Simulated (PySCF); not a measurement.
LDA on Pr (praseodymium, neutral), [Xe] 4f3 5d2, one real determinant (an excited configuration). Computed with PySCF 2.14 in cc-pVDZ-X2C, with scalar relativity by spin-free X2C-1e.

```
cycle= 1 E= -9228.92540555243  delta_E= -0.0123  |g|= 0.169  |ddm|= 0.634
cycle= 2 E= -9228.90646504817  delta_E= 0.0189  |g|= 0.311  |ddm|= 0.487
cycle= 3 E= -9228.93203100497  delta_E= -0.0256  |g|= 0.0113  |ddm|= 0.353
cycle= 4 E= -9228.93207781042  delta_E= -4.68e-05  |g|= 0.00445  |ddm|= 0.0275
cycle= 5 E= -9228.93208505262  delta_E= -7.24e-06  |g|= 0.0016  |ddm|= 0.0195
cycle= 6 E= -9228.93208637929  delta_E= -1.33e-06  |g|= 0.000366  |ddm|= 0.01
cycle= 7 E= -9228.93208648766  delta_E= -1.08e-07  |g|= 9.21e-05  |ddm|= 0.00237
cycle= 8 E= -9228.93208650156  delta_E= -1.39e-08  |g|= 4.22e-05  |ddm|= 0.00102
cycle= 9 E= -9228.93208650285  delta_E= -1.3e-09  |g|= 3.11e-06  |ddm|= 0.000368
cycle= 10 E= -9228.93208650285  delta_E= -1.82e-12  |g|= 8.62e-07  |ddm|= 3.59e-05
converged SCF energy = -9228.93208650285  <S^2> = 8.7503956  2S+1 = 6.0001319
```

Highest occupied orbital energy: 0.711 eV; ⟨L²⟩ = 45.96; populations by l: s 10.00, p 24.00, d 22.00, f 3.00.

**Question.** Can this result be used?

**Answer.** Not for this state. The calculation finished and met its thresholds. ⟨L²⟩ = 45.96 against 90 for a pure M term, so this real determinant mixes terms. Spin-orbit coupling, absent here, splits the open shell strongly. At LDA the highest occupied level has a positive energy, so only the finite basis holds that electron; for this excited configuration the basis is too tight for the outer shell.
